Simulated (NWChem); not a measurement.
System: C2H8O2Si; SMILES C(O)[C@H]([SiH3])O

Input file for NWChem:

```
start job
memory heap 200 mb stack 900 mb global 1100 mb
geometry units angstroms noautoz
  O     -0.981286     1.548571     0.648126
  C     -0.260986     1.336729    -0.556003
  C      0.570692     0.059723    -0.507064
  O      1.586263     0.307729     0.490494
  Si    -0.464369    -1.486999    -0.034644
  H     -0.321362     1.531079     1.361584
  H     -1.002737     1.272431    -1.358328
  H      0.408071     2.185836    -0.771221
  H      1.035844    -0.083290    -1.497573
  H      2.173629    -0.461920     0.538835
  H     -1.628404    -1.652507    -0.948024
  H     -0.919093    -1.444472     1.375494
  H      0.427741    -2.675293    -0.183819
end
basis spherical
  * library def2-svp
end
dft
  xc xpbe96 cpbe96
  iterations 150
  mulliken
end
task dft energy
```

Structure relaxed at the B3LYP/6-31G* (spherical d) level.

Task: What results follow from this input? (PBE/def2-SVP.) Quantities: energy (Ha); highest occupied level (eV); orbital gap (eV); dipole (D).

Result: 
```yaml
energy (Ha): -520.25
highest occupied level (eV): -5.95
orbital gap (eV): 5.85
dipole (D): 2.06
```
